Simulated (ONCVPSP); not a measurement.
**Hardness and transferability of assorted potentials**

Generated with ld1.x 7.5 (TM, RRKJ, ultrasoft, PAW), atompaw 4.2 or ONCVPSP 4.0.1. The cutoff is in Ry: for ld1.x and atompaw files where the sum of valence levels is converged to 10 mRy in a Bessel basis, for ONCV files where the hardest occupied wave has 1 mHa per electron of residual kinetic energy. The error is the largest all-electron minus pseudo excitation energy over each file’s own four to seven test configurations (ionisations up to +4, promotions, holes and added fractions of an electron), all of which were solved. The labels leave out finer settings (local radius, basis sizes, second energies), which also bear on the numbers. Spin-polarised tests are not counted. The rows are a selection from randomly drawn settings: files with unsolved tests, undetermined cutoffs or missed reference levels are left out.

A true bound ghost makes a file unfit for plane-wave use even where its test errors are small: the radial tests pick states by their node count and pass the ghost by.

```csv
element,potential,cutoff (Ry),largest error (meV),bound ghosts
O,"ONCV, PBEsol, scalar-relativistic, rc 0.80/1.05/1.00 (spd), local smoothed, core correction yes, reference 2s2 2p3.5, qcut 10.4/8.5/10.7, projectors 1/2/1",115,+57,none
Ni,"ONCV, PBE, fully relativistic, rc 2.45/1.98/0.75 (spd), local d, core correction yes, reference 3d8.5 4s1.5, qcut 3.4/3.8/14.5, projectors 2/3/0",239,-969,s
Kr,"ONCV, PW91, scalar-relativistic, rc 1.05/1.10/1.00/1.10 (spdf), local d, core correction yes, reference 3s2 3p6 3d10 4s2 4p5.5, qcut 9.4/10.5/15.8/10.9, projectors 2/3/0/2",223,+99,s
Rb,"ONCV, PBE, scalar-relativistic, rc 2.60/2.20/2.45 (spd), local smoothed, core correction yes, reference 4s2 4p6 5s0.75, qcut 4.9/6.9/3.8, projectors 2/2/2",21,-2.0,none
Ru,"ONCV, PBE, scalar-relativistic, rc 3.00/3.10/1.75 (spd), local smoothed, core correction no, reference 4d7 5s1, qcut 2.2/2.1/7.1, projectors 2/1/1",40,-44,"s, p"
Ag,"ONCV, PBEsol, scalar-relativistic, rc 1.45/1.15/1.50 (spd), local smoothed, core correction yes, reference 4s2 4p6 4d10 5s0.5, qcut 9.4/7.4/11.2, projectors 3/2/2",159,-151,none
Te,"ONCV, PBE, scalar-relativistic, rc 1.75/2.40/1.00 (spd), local smoothed, core correction yes, reference 4d10 5s2 5p4, qcut 3.6/3.6/10.2, projectors 2/2/2",102,-74,"s, p"
```

**Question.** Fill in the row for Ge: ONCV, PBE, scalar-relativistic, rc 1.40/2.05/0.95 (spd), local d, core correction no, reference 3d10 4s2 4p2, qcut 5.8/4.5/16.9, projectors 1/2/0.

**Answer.** cutoff 228 Ry, largest error +46 meV, bound ghosts: s, p.
